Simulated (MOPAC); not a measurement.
Input file for MOPAC: PM7 on CoN, 2S+1 = 5, a spin state set in the input, which need not be the lowest, a point of a bond scan (R = 1.508 Å).

```
PM7 1SCF PRECISE CHARGE=0 UHF MS=2 THREADS=1
CoN

Co     0.00000000 1     0.00000000 1     0.00000000 1
N      0.00000000 1     0.00000000 1     1.50809100 1
```

Output:

```
*******************************************************************************
 **                                                                           **
 **                              MOPAC v23.2.5                                **
 **                                                                           **
 *******************************************************************************
 ** MOPAC's Digital Object Identifier: https://doi.org/10.5281/zenodo.6511958 **
 **                                                                           **
 ** Please cite the open-source release paper for use of this MOPAC version:  **
 ** J. E. Moussa and J. J. P. Stewart (2026)                                  **
 ** MOPAC: An open-source semiempirical molecular orbital program             **
 ** J. Open Source Softw., 11(119), 8025, https://doi.org/10.21105/joss.08025 **
 *******************************************************************************

                              PM7 CALCULATION RESULTS

 *******************************************************************************
 *  PM7        - The PM7 Hamiltonian to be used
 *  UHF        - UNRESTRICTED HARTREE-FOCK CALCULATION
 *
 *
 *
 *                 CHARGE ON SYSTEM = 0
 *
 *
 *
 *  MS=        - IN MECI, MAGNETIC COMPONENT OF SPIN =  2.0
 *  PRECISE    - TIGHTER CRITERIA TO BE USED
 *  1SCF       - DO 1 SCF AND THEN STOP
 *  THREADS=1  - MULTI-THREADING NOT USED
 *  T=         - A TIME OF 172800.0 SECONDS REQUESTED
 *  DUMP=N     - RESTART FILE WRITTEN EVERY 7200.0 SECONDS REQUESTED
 *******************************************************************************
PM7 1SCF PRECISE CHARGE=0 UHF MS=2 THREADS=1
 CoN

   ATOM   CHEMICAL          X               Y               Z
  NUMBER   SYMBOL      (ANGSTROMS)     (ANGSTROMS)     (ANGSTROMS)

     1      Co          0.00000000  *   0.00000000  *   0.00000000  *
     2       N          0.00000000  *   0.00000000  *   1.50809100  *



          CARTESIAN COORDINATES

    NO.       ATOM           X           Y           Z

     1        Co          0.0000      0.0000      0.0000
     2         N          0.0000      0.0000      1.5081

 General Reference for PM7:
 "Optimization of Parameters for Semiempirical Methods VI: More Modifications to the
 NDDO Approximations and Re-optimization of Parameters", J. J. P. Stewart, J. Mol. Mod., 1:32, 19 (2013)
 https://link.springer.com/article/10.1007/s00894-012-1667-x

           Empirical Formula: N Co  =     2 atoms



      MOLECULAR POINT GROUP   :   C*v


          UHF CALCULATION, NO. OF ALPHA ELECTRONS =    9
                           NO. OF BETA  ELECTRONS =    5

 -------------------------------------------------------------------------------
 PM7 1SCF PRECISE CHARGE=0 UHF MS=2 THREADS=1
 CoN



     1SCF WAS SPECIFIED, SO BFGS WAS NOT USED
     SCF FIELD WAS ACHIEVED


                              PM7 CALCULATION
                                                       MOPAC v23.2.5 Linux




          FINAL HEAT OF FORMATION =        256.32546 KCAL/MOL =    1072.46572 KJ/MOL


          COSMO AREA              =         79.59 SQUARE ANGSTROMS
          COSMO VOLUME            =         65.18 CUBIC ANGSTROMS

          IONIZATION POTENTIAL    =          8.197948 EV
          ALPHA SOMO LUMO (EV)    =         -8.232  1.313
          BETA  SOMO LUMO (EV)    =         -8.198 -3.319
          NO. OF ALPHA ELECTRONS  =          9
          NO. OF BETA  ELECTRONS  =          5
          MOLECULAR WEIGHT        =         72.9399         POINT GROUP:  C*v

          MOLECULAR DIMENSIONS (Angstroms)

            Atom       Atom       Distance
            N     2   Co     1     1.50809
            N     2   Co     1     0.00000
           Co     1    N     2     0.00000


          SCF CALCULATIONS        =          1





   ATOM   CHEMICAL          X               Y               Z
  NUMBER   SYMBOL      (ANGSTROMS)     (ANGSTROMS)     (ANGSTROMS)

     1      Co          0.00000000  *   0.00000000  *   0.00000000  *
     2       N          0.00000000  *   0.00000000  *   1.50809100  *

                             CARTESIAN COORDINATES

   1   Co        0.000000000     0.000000000     0.000000000
   2    N        0.000000000     0.000000000     1.508091000


           Empirical Formula: N Co  =     2 atoms



      MOLECULAR POINT GROUP   :   C*v


          ALPHA EIGENVALUES
 -33.81128 -15.11047 -14.09100 -14.09100  -9.46970  -9.46970  -9.28468  -8.23227
  -8.23227   1.31313  51.38107  51.38107  52.21630


           BETA EIGENVALUES
 -28.70602 -10.69027 -10.69027  -8.19795  -8.19795  -3.31859  -0.97339   2.13717
   2.13717   4.75672  52.57720  52.57720  53.32983


              NET ATOMIC CHARGES AND DIPOLE CONTRIBUTIONS

  ATOM NO.   TYPE          CHARGE      No. of ELECS.   s-Pop       p-Pop       d-Pop
    1         Co           0.394235        8.6058     1.03560     0.05235     7.51781
    2          N          -0.394235        5.3942     1.73482     3.65941
 DIPOLE           X         Y         Z       TOTAL
 POINT-CHG.     0.000     0.000    -2.856     2.856
 HYBRID        -0.000    -0.000    -0.982     0.982
 SUM           -0.000    -0.000    -3.838     3.838


          ATOMIC ORBITAL ELECTRON POPULATIONS

     Atom    s        px        py        pz      x^2-y^2     xz        z^2       yz        xy
    1 Co   1.03560   0.00768   0.00768   0.03700   2.00000   1.52642   0.46496   1.52642   2.00000
    2  N   1.73482   1.46590   1.46590   0.72761


                    (SZ)    =    2.000000
                    (S**2)  =    6.000707


          ATOMIC ORBITAL SPIN POPULATIONS

    Atom   Total    s     px     py     pz   x^2-y^2  xz     z^2    yz     xy
         Atomic
    1 Co  2.1320  0.820  0.003  0.003 -0.002  0.000  0.473  0.362  0.473  0.000
    2  N  1.8680  0.125  0.524  0.524  0.694

 **********************
 *                    *
 * JOB ENDED NORMALLY *
 *                    *
 **********************




 == MOPAC DONE ==
```

The run finished.

Cost: about 0.020 core-seconds (a rough figure).
